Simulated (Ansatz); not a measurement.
AsP3SOO nortricyclane (AsP₃SO₂). Charge 0, multiplicity 1. Geometry relaxed at PBE0-D4/def2-SVP.

| atom | x (Å) | y (Å) | z (Å) |
| --- | --- | --- | --- |
| As1 | -0.923 | -1.283 | 0.488 |
| S2 | -1.317 | 0.783 | 1.310 |
| P3 | 0.201 | 1.779 | 0.246 |
| P4 | 0.254 | 0.506 | -1.629 |
| O5 | -0.798 | -0.717 | -1.221 |
| P6 | 1.719 | 0.104 | 0.084 |
| O7 | 0.864 | -1.172 | 0.722 |

Problem. Estimate the harmonic wavenumbers at RKS PBE0-D4/def2-SVP (Ansatz, unscaled). Is this a minimum?

Solution. 200, 285, 300, 338, 350, 356, 367, 396, 402, 482, 509, 560, 620, 760, 814 cm⁻¹. Yes, no mode is imaginary beyond noise. Zero-point energy 40.3 kJ/mol. Run time 2.8 min (2 threads of AMD EPYC 7R13 on a shared host).
